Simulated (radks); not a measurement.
Question: Coherent X-ray form factor from a spherical all-electron density. Calculated with a radial shooting solver on a logarithmic mesh with Libxc functionals: scalar-relativistic Kohn-Sham, PBE, spin-unpolarised, spherical densities, finite nucleus; Fermi nuclear charge, rms radius of each element as measured or else 0.836 A^(1/3) + 0.57 fm.

sin(theta)/lambda (1/angstrom),f0 (electrons)
0.05,78.094
0.1,75.610
0.15,72.098
0.2,68.121
0.25,64.083
0.3,60.209
0.4,53.302
0.5,47.559
0.6,42.775
0.8,35.121
1,29.071
1.25,23.260
1.5,19.250
2,14.879

The species is in the configuration that NIST lists as its ground one. Which atom or ion scatters so?

Answer: The mercury ion Hg+, [Xe] 4f14 5d10 6s1. Extrapolating in s^2 from the first two rows gives f0(0) = 78.9, near the electron count 79; among species with that count, the fall with angle is slower the higher Z, and the table is that of Z = 80; from so few rows the species is fixed only to a neighbour or two.
